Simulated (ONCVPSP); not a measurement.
# Ge: one change to an ONCV potential, before and after

* Element: germanium
* Generator: ONCVPSP 4.0.1
* Type: optimised norm-conserving Vanderbilt (ONCV)
* Functional: PBE
* Relativity: scalar-relativistic
* Frozen core: [Ar] 3d10
* Valence charge: 4
* Reference configuration: 4s2 4p1 (charge +1)
* Partial waves: 4s: rc 1.45 bohr, ncon 4, nbas 7, qcut 5.8 1/bohr, 2 projectors, debl 1.6 Ha; 4p: rc 2.25 bohr, ncon 4, nbas 7, qcut 3.7 1/bohr, 2 projectors, debl 2 Ha; d scattering state at 0.09 Ha: rc 1.80 bohr, ncon 4, nbas 8, qcut 5.1 1/bohr, 2 projectors, debl 3.5 Ha
* Local potential: polynomial inside 1.10 bohr (lpopt 3, dvloc0 0 Ha)
* Core correction: none

All-electron outer shells of the reference configuration (PBE, scalar-relativistic, ld1.x):

| shell | level (eV) | outermost node (bohr) | outermost maximum (bohr) |
| --- | --- | --- | --- |
| 3p | -124.65 | 0.23 | 0.54 |
| 3d | -38.32 | – | 0.50 |
| 4s | -19.86 | 0.77 | 1.71 |
| 4p | -11.24 | 0.82 | 2.08 |

Change: core [Ar], valence charge 14; reference 3d10 4s2 4p2; waves now 4s: rc 1.90 bohr, ncon 4, nbas 8, qcut 3.2 1/bohr, 1 projector; 4p: rc 2.15 bohr, ncon 4, nbas 8, qcut 4.5 1/bohr, 2 projectors, debl 3 Ha; 3d: rc 0.80 bohr, ncon 4, nbas 8, qcut 18.8 1/bohr, 2 projectors, debl 0.4 Ha; f scattering state at 0.1 Ha: rc 1.80 bohr, ncon 4, nbas 7, qcut 5.7 1/bohr, 2 projectors, debl 3.4 Ha; local potential polynomial inside 0.60 bohr (lpopt 5, dvloc0 6 Ha). In the d channel the program set the typed energies aside and used -1.077, 0.250 Ha.

Cutoffs: the cutoffs (Ha) at which the residual kinetic energy of the hardest occupied pseudo-wave falls to 1 and 0.1 mHa per electron; they do not see the model core or the augmentation charge, which bear on the density cutoff. Errors are all-electron minus pseudo energies relative to the spin-unpolarised reference configuration.

Q: What does the change do?

A: The potential gets harder (9.5 Ha and 49 Ha → 147 Ha and 163 Ha); the bound ghosts move from d, s to f, s; the lowest positive-energy flag moves from p at 140.7 eV to p at 33.2 eV. The added semicore shells are compact, so their waves need more plane waves. Several settings change at once here, so the effects cannot be laid on one of them.

```tsv
quantity	base	changed
cutoff, loose	9.5 Ha	147 Ha
cutoff, tight	49 Ha	163 Ha
bound ghosts	s, d	s, f
GHOST(+) flags under 300 eV	p at 140.7 eV	p at 33.2 eV
largest error over its own tests, meV	+105	+39
```

Base: The cutoffs count occupied waves only; projector 2 of the d channel, the hardest unoccupied one, needs 104 Ha at the loose tolerance. A true bound ghost makes a file unfit for plane-wave use even where its test errors are small: the radial tests pick states by their node count and pass the ghost by.
